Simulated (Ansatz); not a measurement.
`C[SiH](F)[GeH3]` + HBr → `C[SiH](F)Br` + GeH₄  (cleavage of the Si–Ge bond)

Calculated with Ansatz (gas phase, PBE0-D4/def2-TZVP geometries, no zero-point term in ΔE). CCSD(T)/CBS adds triple-zeta CCSD(T) − MP2 to the extrapolated MP2 energy (def2 sets, frozen cores). DFT in def2-TZVPP. For Br, Ge outer-core shells are correlated without core-valence functions, which leaves a few kJ/mol of doubt a bond. Scalar relativity is left out up to krypton.

```csv
level,ΔE (eV)
LDA (SPW92),-0.92
CCSD/CBS(def2),-1.03
```

Task: What does CCSD(T)/CBS give? (Best estimate.)

Result: The calculation gave: -1.02 eV. The listed levels differ from it by 0.10, -0.01 eV.

Largest T1 diagnostic among the species: 0.012.

From PBE to PBE0 (25 % exact exchange), in def2-TZVPP and without D4, ΔE moves by −0.06 eV. At CCSD(T), def2-SVP lies +0.05 eV from the extrapolated value and def2-TZVPP +0.03 eV.
